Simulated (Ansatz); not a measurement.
Reaction (ligand exchange at a Ge–C bond): `F[CH]([SiH3])[GeH3]` + dimethylamine → `C[N](C)[GeH3]` + `FC[SiH3]`

Gas-phase electronic energies from Ansatz, PBE0-D4/def2-TZVP geometries. CBS: MP2 limit from def2 TZ/QZ plus the TZ coupled-cluster correction, frozen cores. DFT in def2-TZVPP. B3LYP here is the variant with VWN-RPA as its local correlation; programs differ in this. For Ge outer-core shells are correlated without core-valence functions, which leaves a few kJ/mol of doubt a bond. Scalar relativity is left out up to krypton.

**Question.** Is it downhill or uphill in electronic energy at CCSD(T)/CBS, and by how much? (Estimate.)

**Answer.** The calculation gave: Downhill: ΔE = -0.20 eV.

**Question.** What do these levels give: PBE-D4, r2SCAN-D4, PBE0-D4, B3LYP-D4, r2SCAN, PBE0, HF/def2-TZVPP, MP2/def2-TZVPP, CCSD/def2-TZVPP, MP2/def2-QZVPP, HF/CBS(def2), MP2/CBS(def2)? (Best estimate.)

**Answer.** Ansatz gave: PBE-D4 -0.14, r2SCAN-D4 -0.18, PBE0-D4 -0.17, B3LYP-D4 -0.20, r2SCAN -0.17, PBE0 -0.16, HF/def2-TZVPP -0.28, MP2/def2-TZVPP -0.27, CCSD/def2-TZVPP -0.23, MP2/def2-QZVPP -0.25, HF/CBS(def2) -0.28, MP2/CBS(def2) -0.24 eV.

Largest T1 diagnostic among the species: 0.012.
